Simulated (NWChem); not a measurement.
System: C$_{3}$H$_{5}$Cl; SMILES Cl/C=C\C

Parts of the log:

```
             Northwest Computational Chemistry Package (NWChem) 7.3.0
             --------------------------------------------------------

                             Geometry "geometry" -> ""
                             -------------------------

 Output coordinates in angstroms (scale by  1.889725989 to convert to a.u.)

  No.       Tag          Charge          X              Y              Z
 ---- ---------------- ---------- -------------- -------------- --------------
    1 C                    6.0000    -0.77097500     1.75247300     0.00000000
    2 C                    6.0000     0.60044500     1.15803100     0.00000000
    3 C                    6.0000     0.91847800    -0.14936400     0.00000000
    4 Cl                  17.0000    -0.25306300    -1.44128400     0.00000000
    5 H                    1.0000    -1.55112900     0.96796800     0.00000000
    6 H                    1.0000    -0.92378700     2.40069300    -0.88929300
    7 H                    1.0000    -0.92378700     2.40069300     0.88929300
    8 H                    1.0000     1.46036000     1.85103300     0.00000000
    9 H                    1.0000     1.95631000    -0.51357200     0.00000000

 Effective nuclear repulsion energy (a.u.)     144.9848692086

                              NWChem Property Module
                              ----------------------

  itol2e modified to match energy
  convergence criterion.

                                 NWChem DFT Module
                                 -----------------

 Summary of "ao basis" -> "ao basis" (spherical)
 ------------------------------------------------------------------------------
       Tag                 Description            Shells   Functions and Types
 ---------------- ------------------------------  ------  ---------------------
 C                         def2-tzvp                11       31   5s3p2d1f
 Cl                        def2-tzvp                13       37   5s5p2d1f
 H                         def2-tzvp                 4        6   3s1p

  itol2e modified to match energy
  convergence criterion.

            General Information
            -------------------
          SCF calculation type: DFT
          Wavefunction type:  closed shell.
          No. of atoms     :     9
          No. of electrons :    40
           Alpha electrons :    20
            Beta electrons :    20
          Charge           :     0
          Spin multiplicity:     1
          Use of symmetry is: off; symmetry adaption is: off
          Maximum number of iterations: 150
          AO basis - number of functions:   160
                     number of shells:    66
          Convergence on energy requested:  1.00D-07
          Convergence on density requested:  1.00D-05
          Convergence on gradient requested:  5.00D-04

              XC Information
              --------------
                     Hartree-Fock (Exact) Exchange  1.000
                   CAM-Becke88 Exchange Functional  1.000
                      VWN V Correlation Functional  0.190 local
              Lee-Yang-Parr Correlation Functional  0.810

           Range-Separation Parameters
           ---------------------------
           Alpha           :  0.19
           Beta            :  0.46
           Gamma           :  0.33
           Short-Range HF  :     F

             Grid Information
             ----------------
          Grid used for XC integration:  fine
          Radial quadrature: Mura-Knowles
          Angular quadrature: Lebedev.
          Tag              B.-S. Rad. Rad. Pts. Rad. Cut. Ang. Pts.
          ---              ---------- --------- --------- ---------
          C                   0.70       70          11.0       590
          Cl                  1.00      123          11.0       770
          H                   0.35       60          12.0       590
          Grid pruning is: on
          Number of quadrature shells:   633
          Spatial weights used:  Erf1

      Superposition of Atomic Density Guess
      -------------------------------------

[...]

          -----------------------
          Electric field gradient
          -----------------------

 1 a.u. = 0.324123 10**(16) esu/cm**3  ( or statvolts/cm**2 ) = 0.97174 10**(22) v/m**2

 ------------------------------------------------------------
   Atom      X         Y         Z
 ------------------------------------------------------------
    1 C   -1.45693   3.31169   0.00000
 ------------------------------------------------------------

 Electric field gradient in molecular frame (a.u.)
         XX             YY             ZZ             XY             XZ             YZ
 ------------------------------------------------------------------------------------------
       -0.038299       0.034465       0.003834       0.052150      -0.000000      -0.000000

 Principal components (a.u.) and orientation
 of principal axis w.r.t. absolute frame                      Asymmetry parameter eta
 --------------------------------------------------------------------------------------
       -0.065503       0.061669       0.003834                       0.882944

        0.886613       0.462513       0.000000
       -0.462513       0.886613       0.000000
       -0.000000      -0.000000       1.000000

 ------------------------------------------------------------
   Atom      X         Y         Z
 ------------------------------------------------------------
    2 C    1.13468   2.18836   0.00000
 ------------------------------------------------------------

 Electric field gradient in molecular frame (a.u.)
         XX             YY             ZZ             XY             XZ             YZ
 ------------------------------------------------------------------------------------------
        0.109434       0.200048      -0.309482      -0.029508       0.000000       0.000000

 Principal components (a.u.) and orientation
 of principal axis w.r.t. absolute frame                      Asymmetry parameter eta
 --------------------------------------------------------------------------------------
       -0.309482       0.208810       0.100672                       0.349415

       -0.000000      -0.284646       0.958633
       -0.000000       0.958633       0.284646
        1.000000       0.000000       0.000000

 ------------------------------------------------------------
   Atom      X         Y         Z
 ------------------------------------------------------------
    3 C    1.73567  -0.28226   0.00000
 ------------------------------------------------------------

 Electric field gradient in molecular frame (a.u.)
         XX             YY             ZZ             XY             XZ             YZ
 ------------------------------------------------------------------------------------------
       -0.035885       0.090029      -0.054144      -0.346282       0.000000       0.000000

 Principal components (a.u.) and orientation
 of principal axis w.r.t. absolute frame                      Asymmetry parameter eta
 --------------------------------------------------------------------------------------
        0.379031      -0.324887      -0.054144                       0.714303

       -0.640751       0.767749       0.000000
        0.767749       0.640751       0.000000
       -0.000000      -0.000000       1.000000

 ------------------------------------------------------------
   Atom      X         Y         Z
 ------------------------------------------------------------
    4 Cl  -0.47822  -2.72363   0.00000
 ------------------------------------------------------------

 Electric field gradient in molecular frame (a.u.)
         XX             YY             ZZ             XY             XZ             YZ
 ------------------------------------------------------------------------------------------
       -0.497744      -1.238236       1.735980      -2.972518       0.000000      -0.000000

 Principal components (a.u.) and orientation
 of principal axis w.r.t. absolute frame                      Asymmetry parameter eta
 --------------------------------------------------------------------------------------
       -3.863477       2.127497       1.735980                       0.101338

        0.661966       0.749534      -0.000000
        0.749534      -0.661966       0.000000
        0.000000       0.000000       1.000000

 ------------------------------------------------------------
   Atom      X         Y         Z
 ------------------------------------------------------------
    5 H   -2.93121   1.82919   0.00000
 ------------------------------------------------------------

 Electric field gradient in molecular frame (a.u.)
         XX             YY             ZZ             XY             XZ             YZ
 ------------------------------------------------------------------------------------------
       -0.069919      -0.067126       0.137045      -0.196278       0.000000       0.000000

 Principal components (a.u.) and orientation
 of principal axis w.r.t. absolute frame                      Asymmetry parameter eta
 --------------------------------------------------------------------------------------
       -0.264806       0.137045       0.127760                       0.035064

        0.709618       0.000000      -0.704587
        0.704587      -0.000000       0.709618
       -0.000000       1.000000       0.000000

 ------------------------------------------------------------
   Atom      X         Y         Z
 ------------------------------------------------------------
    6 H   -1.74570   4.53665  -1.68052
 ------------------------------------------------------------

 Electric field gradient in molecular frame (a.u.)
         XX             YY             ZZ             XY             XZ             YZ
 ------------------------------------------------------------------------------------------
        0.121734      -0.000705      -0.121029       0.032599      -0.041524       0.187325

[...]
```

Level: CAM-B3LYP/def2-TZVP. Geometry: optimised at PBE-D3(BJ)/def2-SVP. NWChem prints the field gradient with the sign opposite to the second derivative of the potential.

Write an input that gives this output.

This is not unique; one that fits is the input that was run:
```
start job
memory heap 200 mb stack 900 mb global 1100 mb
geometry units angstroms noautosym nocenter noautoz
  C     -0.770975     1.752473     0.000000
  C      0.600445     1.158031     0.000000
  C      0.918478    -0.149364     0.000000
  Cl    -0.253063    -1.441284     0.000000
  H     -1.551129     0.967968     0.000000
  H     -0.923787     2.400693    -0.889293
  H     -0.923787     2.400693     0.889293
  H      1.460360     1.851033     0.000000
  H      1.956310    -0.513572     0.000000
end
basis spherical
  * library def2-tzvp
end
dft
  xc xcamb88 1.00 lyp 0.81 vwn_5 0.19 hfexch 1.00
  cam 0.33 cam_alpha 0.19 cam_beta 0.46
  iterations 150
end
property
  efieldgrad
end
task dft property
```
